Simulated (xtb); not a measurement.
Ge(F)2(Br)(Me) (CH3BrF2Ge), SMILES [F][Ge]([F])([Br])[CH3]. All values are semi-empirical tight-binding results from xtb (GFN2-xTB unless named), good for trends rather than for accurate numbers. Geometry: GFN2-xTB.

For metal compounds this method's bond lengths and energies can be far off.

```json
{
 "orbital_gap": "5.34 eV",
 "zero_point_energy": "24.7 kcal/mol",
 "G − E(el) at 298.15 K (modified RRHO)": "2.8 kcal/mol"
}
```
